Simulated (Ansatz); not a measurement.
Calculated with Ansatz (gas phase, PBE0-D4/def2-TZVP geometries, no zero-point term in ΔE). CCSD(T)/CBS is the MP2 limit (def2-TZVPP, def2-QZVPP) plus CCSD(T) − MP2 in def2-TZVPP, frozen cores. This one scheme is used for every species. DFT in def2-TZVPP. Each species was taken in one conformer, which may not be the lowest.

Reaction (cleavage of the Si–Si bond): `C[SiH](C)[SiH2]F` + HCl → `F[SiH2]Cl` + `C[SiH2]C`

```json
{"species": "`C[SiH](C)[SiH2]F`", "B97M-V energy (Eh)": "-760.45065"}
{"species": "HCl", "B97M-V energy (Eh)": "-460.69783"}
{"species": "`F[SiH2]Cl`", "B97M-V energy (Eh)": "-850.68859"}
{"species": "`C[SiH2]C`", "B97M-V energy (Eh)": "-370.50315"}
```

Problem. Work out ΔE.

Solution. ΔE = (-850.68859) + (-370.50315) − (-760.45065) − (-460.69783) = -0.04326 Eh = -27.1 kcal/mol. CCSD(T)/CBS gives -27.3 kcal/mol.

Largest T1 diagnostic among the species: 0.011.

At CCSD(T), def2-SVP lies +1.3 kcal/mol from the extrapolated value and def2-TZVPP +0.4 kcal/mol. From PBE to PBE0 (25 % exact exchange), in def2-TZVPP and without D4, ΔE moves by −1.4 kcal/mol. In def2-TZVPP, CCSD(T) changes the Hartree–Fock value by +5.2 kcal/mol (the triples alone add +0.5 kcal/mol) and MP2 by +3.0 kcal/mol.
